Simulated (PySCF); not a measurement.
# C$_{5}$H$_{6}$O$_{2}$: calculation and literature

Molfile (atoms numbered from 1):
```
C5H6O2
     RDKit          3D

 13 12  0  0  0  0  0  0  0  0999 V2000
   -2.9737   -0.2353    0.1955 C   0  0  0  0  0  0  0  0  0  0  0  0
   -1.8103    0.3797    0.0918 C   0  0  0  0  0  0  0  0  0  0  0  0
   -0.6316   -0.3216    0.1367 O   0  0  0  0  0  0  0  0  0  0  0  0
    0.5310    0.3601    0.0292 C   0  0  0  0  0  0  0  0  0  0  0  0
    0.6010    1.5548   -0.1070 O   0  0  0  0  0  0  0  0  0  0  0  0
    1.6728   -0.5721    0.1017 C   0  0  0  0  0  0  0  0  0  0  0  0
    2.9217   -0.1356    0.0195 C   0  0  0  0  0  0  0  0  0  0  0  0
   -3.0348   -1.3022    0.3172 H   0  0  0  0  0  0  0  0  0  0  0  0
   -3.8916    0.3195    0.1594 H   0  0  0  0  0  0  0  0  0  0  0  0
   -1.6949    1.4495   -0.0323 H   0  0  0  0  0  0  0  0  0  0  0  0
    1.4182   -1.6138    0.2249 H   0  0  0  0  0  0  0  0  0  0  0  0
    3.1204    0.9167   -0.1030 H   0  0  0  0  0  0  0  0  0  0  0  0
    3.7676   -0.7992    0.0700 H   0  0  0  0  0  0  0  0  0  0  0  0
  1  2  2  0
  2  3  1  0
  3  4  1  0
  4  5  2  0
  4  6  1  0
  6  7  2  0
  1  8  1  0
  1  9  1  0
  2 10  1  0
  6 11  1  0
  7 12  1  0
  7 13  1  0
M  END
```

Measured values that the calculation should reproduce: δ ¹H H10 7.39; H8 4.96; H9 4.62 ppm (measured; solution, not stated per compound (mostly CDCl3 or CCl4); Pretsch, Buehlmann, Badertscher, Structure Determination of Organic Compounds, 4th ed. (2009)).

One conformer, no relativistic terms, in vacuum. PBE0/pcSseg-1 with gauge-including orbitals; coordinates at the GFN2-xTB level; PySCF 2.14.

Q: How close does the calculation come?

A: 
Reference values: measured (solution, not stated per compound (mostly CDCl3 or CCl4); Pretsch, Buehlmann, Badertscher, Structure Determination of Organic Compounds, 4th ed. (2009)).
```
atoms  quantity  reference  computed  computed, scaled
  H10      δ ¹H       7.39      8.01              7.64
   H8      δ ¹H       4.96      5.17              4.96
   H9      δ ¹H       4.62      4.91              4.72
```

Computed shifts are σ(ref) − σ with the named reference compound (TMS for H and C) calculated as an isolated molecule at the same level. The measured values may be among those fitted. Shieldings were converted by linear fits to measured shifts (mostly CDCl3, TMS scale, for H and C): ¹H (scatter 0.17 ppm rms, 0.18 ppm with the 4 outliers that the fit left out). A few per cent of atoms miss by over 2 rms, more outside the fitted compound classes.

Q: How far are the unscaled ¹H shifts from the references?

A: Mean signed difference +0.37 ppm, mean absolute 0.37 ppm over 3 comparisons; the largest is +0.62 ppm at H10 (hydrogen on an alkene carbon bearing oxygen).
